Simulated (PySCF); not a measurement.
The dipole of `CC(C)[SiH3]` from its density and from atomic charges.

Coordinates (PBE0-D3(BJ)/def2-SVP, Å) and charges (e) from the PBE0/pcSseg-1 density (PySCF):

```tsv
atom	x	y	z	Mulliken	IAO	Hirshfeld	ESP-fitted
C1	-0.529	1.313	-0.715	-0.2524	-0.4047	-0.1141	-0.4864
C2	-0.215	0.148	0.222	-0.5923	-0.3586	-0.1007	+0.2741
C3	-1.082	-1.073	-0.077	-0.2525	-0.4047	-0.1142	-0.4871
Si4	1.628	-0.291	0.175	+0.4870	+0.5751	+0.3023	+0.2258
H5	-1.597	1.585	-0.665	+0.1187	+0.1348	+0.0385	+0.1226
H6	-0.310	1.053	-1.765	+0.1157	+0.1321	+0.0377	+0.1257
H7	0.054	2.214	-0.469	+0.1241	+0.1373	+0.0400	+0.1148
H8	-0.415	0.472	1.261	+0.1495	+0.1367	+0.0368	+0.0054
H9	-2.155	-0.827	0.002	+0.1189	+0.1348	+0.0385	+0.1239
H10	-0.909	-1.445	-1.101	+0.1156	+0.1323	+0.0377	+0.1257
H11	-0.882	-1.906	0.616	+0.1241	+0.1370	+0.0400	+0.1138
H12	1.938	-1.385	1.149	-0.0866	-0.1164	-0.0806	-0.0887
H13	2.467	0.901	0.514	-0.0868	-0.1164	-0.0806	-0.0895
H14	2.008	-0.760	-1.196	-0.0829	-0.1193	-0.0812	-0.0800
```

Task: What dipole does each set of charges give (1 e·Å = 4.803 D), and what does the density give?

Result: The full density gives (-0.81, 0.21, 0.08) D, 0.84 D in size; dipole vectors point from the negative to the positive end.

```json
{"scheme": "Mulliken", "μx": "0.13", "μy": "-0.15", "μz": "-0.45", "size (D)": "0.50", "share of the full size (%)": "59", "angle to the full dipole (°)": "115"}
{"scheme": "IAO", "μx": "0.37", "μy": "-0.06", "μz": "0.07", "size (D)": "0.38", "share of the full size (%)": "45", "angle to the full dipole (°)": "162"}
{"scheme": "Hirshfeld", "μx": "-0.28", "μy": "0.07", "μz": "0.01", "size (D)": "0.29", "share of the full size (%)": "35", "angle to the full dipole (°)": "3"}
{"scheme": "ESP-fitted", "μx": "-0.83", "μy": "0.21", "μz": "0.07", "size (D)": "0.86", "share of the full size (%)": "102", "angle to the full dipole (°)": "1"}
```

Task: Which set comes closest?

Result: Length of the difference vector: ESP-fitted 0.02 D, Hirshfeld 0.55 D, Mulliken 1.14 D, IAO 1.21 D. Closest: ESP-fitted. ESP charges are fitted to the potential around the molecule, whose slowest-falling term is the dipole's. The schemes that divide the density aren't constrained to reproduce the dipole.

Task: What is left for the Hirshfeld atoms' own dipoles?

Result: The shares of the density sum to the whole, so what Σ q r misses lies in dipoles about the nuclei. The atomic dipoles sum to (-0.81, 0.21, 0.08) − (-0.28, 0.07, 0.01) = (-0.53, 0.14, 0.07) D, 0.55 D in size.

Task: With the origin at the mean of the coordinates, (0.000, 0.000, -0.146) Å, which are the largest single terms, by size, of the Mulliken dipole along the direction of the full one?

Result: Si4 -3.76, H9 +1.08, H5 +1.07, C3 -0.95, C1 -0.95 D; all 14 atoms together -0.21 D. The single terms depend on the origin, their sum doesn't.

Task: Give the size of the full dipole in other units.

Result: 0.84 D = 0.331 au = 0.175 e·Å = 2.80 × 10⁻³⁰ C·m.

Isolated species at its PBE0-D3(BJ)/def2-SVP geometry, gas phase.

The run behind these numbers computed NMR shieldings as well. Time: 11 s wall. Hardware: one thread, Arm Neoverse V1 (shared host).
